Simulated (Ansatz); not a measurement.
`[F][Hf]([F])([SH])[Cl]` + dimethylamine → `C[N](C)[Hf]([F])([SH])[Cl]` + H–F at 298.15 K and 1 bar (ligand exchange at the Hf–F bond).

Calculated with Ansatz (gas phase, PBE0-D4/def2-TZVP geometries, no zero-point term in ΔE). CCSD(T)/CBS adds triple-zeta CCSD(T) − MP2 to the extrapolated MP2 energy (def2 sets, frozen cores). This one scheme is used for every species. def2 core potentials past Kr. For Hf outer-core shells are correlated without core-valence functions, which leaves a few kJ/mol of doubt a bond. Each species was taken in one conformer, which may not be the lowest.

```tsv
species	CCSD(T)/CBS energy (Eh)	H − E (kJ/mol)	S (J/(mol·K))
`[F][Hf]([F])([SH])[Cl]`	-1105.93208	59.8	391.9
`CNC`	-135.00321	256.9	271.4
`C[N](C)[Hf]([F])([SH])[Cl]`	-1140.50696	279.0	470.6
H–F	-100.39570	33.5	173.6
```

H − E and S are ideal-gas, rigid-rotor, harmonic terms from PBE0-D4/def2-TZVP, for one conformer and one mirror image of each species. 1 Eh = 2625.50 kJ/mol, R = 8.31446 J/(mol·K).

**Question.** By hand: ΔE, ΔH, ΔS and ΔG.

**Answer.** ΔE = (-1140.50696) + (-100.39570) − (-1105.93208) − (-135.00321) = 0.03263 Eh = 85.7 kJ/mol. Δ(H − E) = 279.0 + 33.5 − 59.8 − 256.9 = -4.2, so ΔH = 81.5 kJ/mol. ΔS = 470.6 + 173.6 − 391.9 − 271.4 = -19.1 J/(mol·K). ΔG = 81.5 − 298.15 × (-19.1)/1000 = 87.2 kJ/mol.

**Question.** By hand: the equilibrium constant, and the temperature at which ΔG would vanish if ΔH and ΔS stayed fixed.

**Answer.** log₁₀ K = −ΔG/(RT ln 10) = -15.3. ΔH and −TΔS have one sign here, so there is no such temperature.

ΔH outweighs TΔS. A doubt of 5 kJ/mol in ΔE shifts log₁₀ K by 0.9 here. Other conformers and mirror images would add mixing entropy, several J/(mol·K) or more a flexible species. Modes under 60 cm⁻¹, often nearly free rotors, make the harmonic entropy too high. These are equilibria of isolated gas molecules and say nothing of rates. Largest T1 diagnostic: 0.016 (customary marks: 0.02 for closed shells, 0.045 for open ones).
